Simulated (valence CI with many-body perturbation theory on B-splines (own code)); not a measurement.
## Tm³⁷⁺: magnetic and hyperfine properties of the levels

Calculated by valence CI with perturbative core correlation (CI+MBPT): four valence electrons over a frozen Dirac-Fock core [Ar] 3d10, a basis of 11 s, 11 p, 9 d, 7 f, 5 g, 2 h, 1 i functions for each j, with the one-electron correlation potential Σ1, the two-electron term Σ2, the three-electron term Σ3, Breit, model QED; selected CI, second order for the rest (own B-spline code, finite nucleus).

The last digits are not significant, and no measured levels were compared; by estimate large intervals hold to a few tenths of a per cent, small ones and those within an open d or f shell to about a per cent.

A/g_I is the dipole constant over the nuclear g factor μ/I (μ in nuclear magnetons, uniformly magnetised nucleus), B/Q the quadrupole constant per barn. Both hold the static response of the core; the bare values leave it out. Large factors of s and p1/2 electrons are usually good to 5 to 10 %; those of open d and f shells near neutrality can be off by tens of per cent, and small factors of p3/2, d and f electrons come from cancelling terms and can be off by a factor of two or in sign, in half-filled shells by more. B is blank for J = 1/2, where it vanishes, and for nearly pure S terms. Energies count from the lowest level. Levels with J = 0 are left out.

Levels are named by their leading jj configuration (3d3/2^4 stands for four electrons in 3d with j = 3/2), which in mixed levels can hold well under half, so a name can repeat and another be missing. Letters in brackets count levels of one name in rising energy.

| Level | E (eV) | g | A/g_I (MHz) | A/g_I bare | B/Q (MHz/b) | B/Q bare |
| --- | --- | --- | --- | --- | --- | --- |
| (4s^2 4p1/2 4p3/2) J=1 | 61.74 | 1.498 | -31600 | -30900 | 43100 | 41600 |
| (4s^2 4p1/2 4p3/2) J=2 | 65.58 | 1.183 | 118000 | 114000 | 73200 | 70700 |
| (4s^2 4p3/2^2) J=2 | 130.23 | 1.309 | 44900 | 43100 | 12800 | 12400 |
| (4s 4p1/2^2 4p3/2) J=2 | 145.33 | 1.594 | 296000 | 286000 | 73400 | 70800 |
| (4s 4p1/2^2 4p3/2) J=1 | 158.53 | 1.034 | -202000 | -195000 | 59800 | 57700 |
| (4s^2 4p1/2 4d3/2) J=2 | 197.11 | 0.779 | 93900 | 91300 | 11800 | 11600 |
| (4s 4p1/2 4p3/2^2) J=2 [a] | 201.56 | 1.535 | 186000 | 180000 | 24400 | 23500 |
| (4s 4p1/2 4p3/2^2) J=3 | 208.84 | 1.297 | 222000 | 214000 | -11400 | -10900 |
| (4s^2 4p1/2 4d3/2) J=1 | 212.58 | 0.948 | -90800 | -87100 | -2620 | -2400 |
| (4s^2 4p1/2 4d5/2) J=2 | 222.44 | 1.171 | -40100 | -38300 | 14700 | 14400 |
| (4s^2 4p1/2 4d5/2) J=3 | 223.65 | 1.141 | 104000 | 101000 | 28200 | 27400 |
| (4s 4p1/2 4p3/2^2) J=1 [a] | 224.62 | 1.250 | 450000 | 435000 | -58600 | -56500 |
| (4s 4p1/2 4p3/2^2) J=2 [b] | 228.46 | 1.181 | 33000 | 32100 | -4870 | -4740 |
| (4s 4p1/2 4p3/2^2) J=1 [b] | 229.15 | 1.318 | -30700 | -29500 | 33500 | 32300 |
| (4s^2 4p3/2 4d3/2) J=2 [a] | 272.95 | 1.293 | 114000 | 111000 | -31000 | -30000 |
| (4s^2 4p3/2 4d3/2) J=1 | 273.96 | 1.140 | 20300 | 19800 | -34500 | -33400 |
| (4s^2 4p3/2 4d3/2) J=2 [b] | 274.12 | 1.098 | 75100 | 72500 | -44600 | -42900 |
| (4s^2 4p3/2 4d3/2) J=3 | 275.97 | 1.137 | 35500 | 34600 | 72700 | 70400 |
| (4s^2 4p3/2 4d5/2) J=4 | 278.63 | 1.247 | 21800 | 21300 | 105000 | 101000 |
| (4s 4p1/2^2 4d3/2) J=1 | 282.13 | 0.393 | -234000 | -226000 | 7040 | 6920 |
| (4s 4p1/2^2 4d3/2) J=2 | 284.57 | 1.178 | 248000 | 240000 | 12400 | 12200 |
| (4s^2 4p3/2 4d5/2) J=1 | 293.54 | 1.251 | -99800 | -95600 | -9740 | -9380 |
| (4s^2 4p3/2 4d5/2) J=2 | 295.38 | 1.320 | 156000 | 151000 | -71000 | -68600 |
| (4s^2 4p3/2 4d5/2) J=3 | 295.76 | 1.161 | 24400 | 23800 | 17800 | 17400 |
| (4s 4p1/2^2 4d5/2) J=3 | 301.21 | 1.368 | 178000 | 172000 | 14100 | 13900 |
| (4s 4p1/2^2 4d5/2) J=2 [a] | 302.54 | 1.206 | -57700 | -55000 | -11500 | -11000 |
| (4s 4p3/2^3) J=1 | 305.00 | 1.035 | -108000 | -104000 | -7430 | -7050 |
| (4s 4p1/2^2 4d5/2) J=2 [b] | 317.43 | 1.078 | -32600 | -31000 | 33800 | 32800 |
| (4s 4p1/2 4p3/2 4d3/2) J=1 [a] | 337.21 | 1.195 | 135000 | 131000 | -42000 | -40600 |
| (4s 4p1/2 4p3/2 4d3/2) J=2 [a] | 337.78 | 1.124 | 106000 | 102000 | -27400 | -26400 |
| (4s 4p1/2 4p3/2 4d3/2) J=3 [a] | 339.52 | 1.161 | 151000 | 146000 | 12500 | 12200 |
| (4s 4p1/2 4p3/2 4d3/2) J=4 | 345.17 | 1.209 | 183000 | 177000 | 50700 | 49100 |
| (4s 4p1/2 4p3/2 4d5/2) J=4 [a] | 349.92 | 1.400 | 117000 | 114000 | 104000 | 101000 |
| (4s 4p1/2 4p3/2 4d3/2) J=2 [b] | 351.80 | 0.892 | 95400 | 92400 | -46500 | -44800 |

(1) Take the isotope of mass number 169, with I = 1/2, μ = -0.231 μN. What is the hyperfine structure of (4s 4p1/2 4p3/2^2) J=3?

## Answers

(1) From the table A = -103000 MHz. Shifts from the centre of gravity in MHz: F = 5/2: 206000, F = 7/2: -154000.
